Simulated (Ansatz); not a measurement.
Geometry optimisation, RKS B3LYP-D4/def2-SVP in Ansatz 0.2.0.

Input file:

```yaml
crystal:
  periodic: [false, false, false]
  atoms:
    - { symbol: Al, position_ang: [-0.517357, -0.444302, -0.846105] }
    - { symbol: O, position_ang: [0.495862, 1.031613, -0.622932] }
    - { symbol: Cl, position_ang: [0.343475, -2.236688, -1.473017] }
    - { symbol: Cl, position_ang: [-2.568586, -0.225286, -0.576083] }
    - { symbol: H, position_ang: [0.540703, 0.926512, 1.638249] }
    - { symbol: Br, position_ang: [0.278225, -0.016137, 2.748082] }
    - { symbol: H, position_ang: [1.427577, 0.964188, -0.868193] }
basis:
  gaussian: { orbitals: def2-SVP }
hamiltonian:
  xc: b3lyp
  dispersion: d4
relax:
  f_tol: 0.03
  max_steps: 50
```

Command:

```bash
$ ansatz run input.yaml --threads 2 --pin off --max-ram 3072MiB --backend cpu --events-out ev --progress --plain --runs-dir out
```

Q: Where does it end, and by what steps?

A: It converged. After 20 steps the energy has fallen by 1.417 eV; H5 moved furthest, 1.24 Å. Parted: H5–Br6. Joined: Al1–Br6, O2–H5.

```
step  energy less start (eV)  largest force component (eV/Å)  accepted
   0                  0.0000                           1.685       yes
   1                 -0.1415                           0.836       yes
   2                 -0.1783                           0.448       yes
   3                 -0.2152                           0.419       yes
   4                 -0.2534                           0.293       yes
   5                 -0.2730                           0.347       yes
   6                 -0.2882                           0.165       yes
   7                 -0.2552                           2.223        no
   8                 -0.3280                           0.350       yes
   9                 -0.4040                           0.715       yes
  10                 -0.6422                           1.197       yes
  11                 -1.0134                           0.992       yes
  12                 -1.2403                           1.199       yes
  13                 -1.2973                           2.651       yes
  14                 -1.3575                           0.468       yes
  15                 -1.0478                           3.580        no
  16                 -1.3947                           0.186       yes
  17                 -1.4106                           0.259       yes
  18                 -1.4146                           0.126       yes
  19                 -1.4171                           0.089       yes
  20                 -1.4174                           0.029       yes
```

```xyz
7
Properties=species:S:1:pos:R:3
Al -0.573 -0.566 0.066
O 0.544 1.016 -0.273
Cl 0.534 -1.885 -1.185
Cl -2.512 -0.045 -0.571
H 0.947 1.356 0.546
Br -0.200 -0.693 2.319
H 1.260 0.817 -0.903
```

Whether the end is a true minimum wasn't checked by a vibrational analysis.

Run time: 76 s on 2 threads of Arm Neoverse V1, on a shared host, peak memory 0.27 GiB.
